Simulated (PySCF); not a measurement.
## Worked example: chemical shift, span and skew from a shielding tensor

H₇NSi₂, SMILES [SiH3]N[SiH3]. Atoms are numbered in the order given.

```xyz
10

Si     0.0006     0.1323     1.5799
N     -0.0068    -0.6081     0.0000
Si     0.0006     0.1323    -1.5799
H     -1.0581    -0.4601     2.4520
H     -0.2579     1.5862     1.3914
H      1.3030    -0.0367     2.2959
H      0.0559    -1.6254     0.0000
H      1.3030    -0.0367    -2.2959
H     -1.0581    -0.4601    -2.4520
H     -0.2579     1.5862    -1.3914
```
Charge 0, spin multiplicity 1.

Geometry: B3LYP-D3(BJ)/def2-SVP.

GIAO shieldings from PySCF with KT2/pcSseg-1, non-relativistic, no solvent. The symmetric part of the tensor of N2 has the principal values 233.8, 252.8, 316.9 ppm. The same nucleus in NH3 has σ = 266.2 ppm at this level (PySCF, at its B3LYP-D3(BJ)/def2-TZVP geometry).

Work out the isotropic shielding, the ¹⁵N shift against NH3, the span and the skew.


σ(iso) = (σ11 + σ22 + σ33)/3 = 267.8 ppm. δ = σ(ref) − σ(iso) = 266.2 − (267.8) = -1.6 ppm.
Span Ω = σ33 − σ11 = 83.1 ppm. Skew κ = 3(σ(iso) − σ22)/Ω = 0.54. Tumbling in solution averages the tensor to δ; in a static solid the shielding alone would spread this spin-1/2 line over Ω.
